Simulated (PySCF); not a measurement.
C₆H₁₀OSi₂, SMILES c1(O[SiH3])ccc(cc1)[SiH3] (GFN2-xTB optimised geometry):

```
19

Si    -2.413    -2.674     0.021
O     -0.851    -2.226     0.003
C     -0.214    -1.038     0.000
C     -0.892     0.175    -0.001
C     -0.184     1.361    -0.001
C      1.207     1.382     0.000
Si     2.177     2.998    -0.004
C      1.869     0.157     0.000
C      1.179    -1.038     0.000
H     -2.234    -4.116     0.038
H     -3.111    -2.189    -1.172
H     -3.093    -2.160     1.212
H     -1.972     0.173    -0.002
H     -0.729     2.295    -0.001
H      1.240     4.116     0.114
H      2.933     3.111    -1.255
H      3.111     3.006     1.126
H      2.949     0.139     0.001
H      1.699    -1.984     0.001
```

Calculation: PBE0/def2-SVP (PySCF).

Q: What are the frontier orbital energies and the dipole moment?

A: HOMO-2 -8.98 eV, HOMO-1 -7.51 eV, HOMO -6.75 eV, LUMO -0.34 eV, LUMO+1 -0.22 eV; dipole moment 1.12 D.

Meta-Löwdin charges at PBE0/def2-SVP: Si1 0.74, O2 -0.55, C3 0.22, C4 -0.16, C5 -0.09, C6 -0.23, Si7 0.48, C8 -0.09, C9 -0.14, H10 -0.10, H11 -0.12, H12 -0.12, H13 0.11, H14 0.11, H15 -0.10, H16 -0.10, H17 -0.10, H18 0.10, H19 0.12.
